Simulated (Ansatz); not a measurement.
`C=NBC[SiH3]` + H–F → `FBC[SiH3]` + `C=N` at 298.15 K and 1 bar (ligand exchange at a B–N bond).

Gas-phase electronic energies from Ansatz, PBE0-D4/def2-TZVP geometries. CCSD(T)/CBS is the MP2 limit (def2-TZVPP, def2-QZVPP) plus CCSD(T) − MP2 in def2-TZVPP, frozen cores. This one scheme is used for every species. Each species was taken in one conformer, which may not be the lowest.

| species | CCSD(T)/CBS energy (Eh) | H − E (kJ/mol) | S (J/(mol·K)) |
| --- | --- | --- | --- |
| `C=NBC[SiH3]` | -449.49862 | 274.1 | 357.3 |
| H–F | -100.39570 | 33.5 | 173.6 |
| `FBC[SiH3]` | -455.38583 | 195.4 | 324.0 |
| `C=N` | -94.52360 | 115.3 | 227.0 |

H − E and S are ideal-gas, rigid-rotor, harmonic terms from PBE0-D4/def2-TZVP, for one conformer and one mirror image of each species. 1 Eh = 2625.50 kJ/mol, R = 8.31446 J/(mol·K).

Question: By hand: ΔE, ΔH, ΔS and ΔG.

Answer: ΔE = (-455.38583) + (-94.52360) − (-449.49862) − (-100.39570) = -0.01511 Eh = -39.7 kJ/mol. Δ(H − E) = 195.4 + 115.3 − 274.1 − 33.5 = 3.1, so ΔH = -36.6 kJ/mol. ΔS = 324.0 + 227.0 − 357.3 − 173.6 = 20.1 J/(mol·K). ΔG = -36.6 − 298.15 × (20.1)/1000 = -42.6 kJ/mol.

Question: By hand: the equilibrium constant, and the temperature at which ΔG would vanish if ΔH and ΔS stayed fixed.

Answer: log₁₀ K = −ΔG/(RT ln 10) = 7.5. ΔH and −TΔS have one sign here, so there is no such temperature.

ΔH outweighs TΔS. A doubt of 5 kJ/mol in ΔE shifts log₁₀ K by 0.9 here. Other conformers and mirror images would add mixing entropy, several J/(mol·K) or more a flexible species. Modes under 60 cm⁻¹, often nearly free rotors, make the harmonic entropy too high. These are equilibria of isolated gas molecules and say nothing of rates. Largest T1 diagnostic: 0.014 (customary marks: 0.02 for closed shells, 0.045 for open ones).
